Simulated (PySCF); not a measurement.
Species: NbSe(OMe)3, C3H9NbO3Se (singlet state).
Bonds: Nb1–Se2, Nb1–O3, Nb1–O8, Nb1–O13, O3–C4, O8–C9, O13–C14. Hydrogens: H5, H6, H7 on C4; H10, H11, H12 on C9; H15, H16, H17 on C14.

Method: PBE0-D3(BJ)/def2-SVP geometry optimisation, gas phase, def2 core potentials past Kr in PySCF 2.14.0; density fitting, grid level 1; the optimiser is geomeTRIC in internal coordinates, started from a GFN2-xTB structure with every atom displaced at random (about 0.03 Å).

Step 3: E = -76271.0967 eV
```
atom  x, y, z in Å  |  force x, y, z in eV/Å
Nb1    -0.0242    0.0028    0.2146    0.242   0.049   0.341
Se2    -0.0952    0.0109    2.5104    0.007  -0.007  -0.039
O3      1.6245   -0.7149   -0.3017   -0.430   0.141  -0.107
C4      2.9040   -1.2105   -0.1553    0.387  -0.076   0.060
H5      3.1940   -1.2699    0.9095   -0.076   0.011  -0.004
H6      3.6344   -0.5615   -0.6712   -0.058   0.000   0.006
H7      2.9844   -2.2201   -0.5919   -0.043  -0.017  -0.008
O8     -0.1947    1.7717   -0.3409   -0.010  -0.061  -0.135
C9     -0.3873    3.1317   -0.1407   -0.010   0.060   0.111
H10    -0.4809    3.3597    0.9370    0.005  -0.034  -0.043
H11    -1.3048    3.4646   -0.6526   -0.011   0.012  -0.012
H12     0.4649    3.7008   -0.5460    0.017   0.008  -0.023
O13    -1.4680   -1.0137   -0.3670    0.050  -0.074  -0.168
C14    -2.5031   -1.9254   -0.2146   -0.129  -0.023   0.017
H15    -2.7357   -2.0807    0.8543    0.046   0.006  -0.024
H16    -2.2302   -2.8952   -0.6657   -0.009   0.025   0.026
H17    -3.4108   -1.5508   -0.7180    0.022  -0.020   0.002
```

Step 4: E = -76271.1058 eV
```
atom  x, y, z in Å  |  force x, y, z in eV/Å
Nb1    -0.0192    0.0076    0.2437   -0.111   0.077   0.128
Se2    -0.0856    0.0138    2.5405    0.013  -0.007  -0.050
O3      1.6120   -0.7099   -0.3013   -0.035   0.008  -0.093
C4      2.8957   -1.2141   -0.1591    0.205  -0.066   0.060
H5      3.1793   -1.2834    0.9064   -0.061   0.003  -0.010
H6      3.6298   -0.5638   -0.6666   -0.074   0.020  -0.007
H7      2.9711   -2.2210   -0.6056   -0.060   0.033   0.009
O8     -0.1972    1.7702   -0.3395    0.001  -0.101  -0.058
C9     -0.3901    3.1321   -0.1435    0.016   0.039   0.049
H10    -0.4683    3.3630    0.9331   -0.001  -0.003  -0.002
H11    -1.3159    3.4617   -0.6442    0.013  -0.005  -0.001
H12     0.4564    3.7003   -0.5650   -0.015  -0.007  -0.005
O13    -1.4572   -1.0116   -0.3671    0.156   0.016  -0.068
C14    -2.4943   -1.9237   -0.2209   -0.054   0.017   0.049
H15    -2.7352   -2.0691    0.8462    0.002  -0.012   0.005
H16    -2.2140   -2.8961   -0.6581    0.002  -0.013   0.000
H17    -3.3959   -1.5566   -0.7387    0.004   0.001  -0.006
```

Step 5: E = -76271.1100 eV
```
atom  x, y, z in Å  |  force x, y, z in eV/Å
Nb1    -0.0287    0.0186    0.2439   -0.089   0.003   0.029
Se2    -0.0887    0.0208    2.5373    0.009  -0.003   0.056
O3      1.5917   -0.7007   -0.3154    0.107  -0.031  -0.080
C4      2.8743   -1.2125   -0.1601    0.009  -0.019   0.036
H5      3.1337   -1.2919    0.9098    0.002  -0.008  -0.005
H6      3.6096   -0.5555   -0.6542   -0.009   0.000   0.001
H7      2.9416   -2.2143   -0.6172   -0.002   0.018   0.012
O8     -0.1970    1.7762   -0.3492   -0.037   0.045  -0.051
C9     -0.3771    3.1393   -0.1397    0.016   0.014  -0.005
H10    -0.4373    3.3627    0.9388   -0.001   0.005   0.019
H11    -1.3076    3.4787   -0.6249    0.010  -0.004   0.003
H12     0.4664    3.7039   -0.5720   -0.013  -0.009   0.004
O13    -1.4464   -1.0182   -0.3782    0.019  -0.026  -0.055
C14    -2.4775   -1.9373   -0.2199   -0.012   0.029   0.034
H15    -2.7255   -2.0620    0.8478   -0.009  -0.004   0.014
H16    -2.1834   -2.9167   -0.6311    0.008  -0.016  -0.010
H17    -3.3767   -1.5915   -0.7554   -0.008   0.005  -0.003
```

Q: Estimate the geometry and energy of step 6. (The exact step hangs on the optimiser's Hessian estimate; all steps are aligned on step 5, rigid shifts and turns removed.)

A: E = -76271.1116 eV, largest force 0.093 eV/Å
```
atom  x, y, z in Å  |  force x, y, z in eV/Å
Nb1    -0.0282    0.0191    0.2366   -0.047   0.042   0.038
Se2    -0.0803    0.0178    2.5330    0.004  -0.003  -0.017
O3      1.5924   -0.6999   -0.3273    0.077  -0.015  -0.050
C4      2.8735   -1.2141   -0.1575   -0.055   0.009   0.023
H5      3.1170   -1.3014    0.9149    0.014  -0.003   0.005
H6      3.6126   -0.5528   -0.6388    0.018  -0.003   0.003
H7      2.9433   -2.2120   -0.6206    0.015  -0.005   0.000
O8     -0.2016    1.7779   -0.3592   -0.030  -0.005  -0.011
C9     -0.3787    3.1403   -0.1386    0.015  -0.009   0.005
H10    -0.4240    3.3575    0.9421    0.000   0.004   0.007
H11    -1.3153    3.4823   -0.6094   -0.002  -0.001   0.001
H12     0.4582    3.7066   -0.5798    0.001   0.002   0.002
O13    -1.4428   -1.0200   -0.3885    0.003  -0.029  -0.027
C14    -2.4754   -1.9362   -0.2188   -0.005   0.014   0.023
H15    -2.7255   -2.0477    0.8501   -0.002   0.002   0.002
H16    -2.1806   -2.9213   -0.6172    0.000  -0.002  -0.004
H17    -3.3731   -1.5966   -0.7609   -0.004   0.002   0.001
```

The energy changes by -0.0017 eV. The first-order estimate −F·Δx gives -0.0021 eV and the mean of the old and new forces, exact on a quadratic surface, -0.0016 eV. The step makes an angle of 79° with the force vector and moves no atom by more than 0.020 Å.

The cost below is that of the whole optimisation. Time: 7.5 min of wall time; peak memory 0.89 GiB. Hardware: one thread, Arm Neoverse N1 (aarch64), shared host with 64 logical CPUs at a one-minute load of 9.0.
